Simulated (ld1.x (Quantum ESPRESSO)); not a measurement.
# What one change does to a pseudopotential (Co (Z = 27), PAW)

Co (Z = 27), PAW, made with ld1.x (Quantum ESPRESSO) 7.5 (PBEsol, scalar-relativistic). Core [Ar], reference 3d8 4s1 4p0. Waves: 4s (bound): rcut 1.55, rcutus 2.05 bohr; 4s channel at 1.9 Ry: rcut 1.55, rcutus 2.05 bohr; 4p (bound, empty): rcut 3.90, rcutus 4.15 bohr; 4p channel at 2.35 Ry: rcut 3.90, rcutus 4.15 bohr; 3d (bound): rcut 0.75, rcutus 0.90 bohr; 3d channel at 3.4 Ry: rcut 0.75, rcutus 0.90 bohr. Local part: all-electron potential smoothed inside 3.85 bohr (lloc = -2). Core correction: a·sin(br)/r model core, default radius (ld1.x builds one for every PAW set, though the input has nlcc=.false.). Augmentation charge: BESSEL, radius 0.80 bohr.

Change: core [Ne] 3s2, valence charge 15; reference 3p6 3d7 4s2 4p0; waves now 4s (bound): rcut 1.55, rcutus 1.90 bohr; 4s channel at 1.9 Ry: rcut 1.55, rcutus 1.90 bohr; 3p (bound): rcut 1.15, rcutus 1.40 bohr; 4p (bound): rcut 1.15, rcutus 1.40 bohr; 3d (bound): rcut 1.05, rcutus 1.45 bohr; 3d channel at 3.4 Ry: rcut 1.05, rcutus 1.45 bohr; local potential all-electron potential smoothed inside 1.85 bohr (lloc = -2); core correction a·sin(br)/r model core inside 0.85 bohr; augmentation BESSEL, radius 0.95 bohr.

Cutoffs: the cutoffs (Ry, on a coarse ladder) from which the occupation-weighted sum of valence levels, in a spherical-Bessel basis at the reference potential, stays within 10 and 1 mRy of its value at 400 Ry; they do not see the model core or the augmentation charge, which bear on the density cutoff. Errors are all-electron minus pseudo energies relative to the spin-unpolarised reference configuration.

Problem. What does the change do?

Solution. The potential gets softer (140 Ry and 230 Ry → 55 Ry and 100 Ry); the number of tests that count goes from 7 to 2 (the test run of the changed file stopped, so its transferability is not established); neither file shows a bound ghost at the reference potential, the only one tested. Several settings change at once here, so the effects cannot be laid on one of them.

| quantity | base | changed |
| --- | --- | --- |
| cutoff, loose | 140 Ry | 55 Ry |
| cutoff, tight | 230 Ry | 100 Ry |
| bound ghosts | none | none |
| tests counted (converged, no solver errors) | 7 of 7 | 2 of 7 (the test run stopped) |
| lowest overlap eigenvalue by channel | s 0.14, p 0.91, d 1.00 | s 0.52, p 0.10, d 0.17 |

Changed file: Tests not counted: 3p6 3d6 4s0 4p0 (solver errors, printed error -1991 eV); 3p6 3d5 4s0 4p0 (solver errors, printed error -1747 eV).
